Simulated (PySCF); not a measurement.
Al(H)2(NCO) (CH₂AlNO), SMILES O=C=[N][AlH2].

Geometry optimised at B3LYP-D3(BJ)/def2-SVP.

Computed with B3LYP-D3(BJ)/def2-SVP (PySCF).

Frequencies are harmonic and unscaled.

| mode | ν (cm⁻¹) | IR (km/mol) | moving atoms (share of kinetic energy) |
|---|---|---|---|
| 1 | 100 | 0.1 | N 60 %, O 20 %, H 13 % |
| 2 | 126 | 0.1 | N 63 %, O 20 %, Al 8 % |
| 3 | 566 | 91.3 | H 80 %, Al 10 % |
| 4 | 570 | 62.1 | Al 52 %, O 25 %, C 12 % |
| 5 | 625 | 49.6 | C 68 %, N 16 %, O 14 % |
| 6 | 626 | 228.8 | H 84 %, Al 12 % |
| 7 | 644 | 71.6 | C 68 %, N 17 %, O 13 % |
| 8 | 801 | 353.6 | H 93 % |
| 9 | 1499 | 30.4 | N 57 %, O 41 % |
| 10 | 1971 | 115.5 | H 98 % |
| 11 | 1981 | 233.4 | H 95 % |
| 12 | 2417 | 1415.7 | C 70 %, N 18 %, O 12 % |
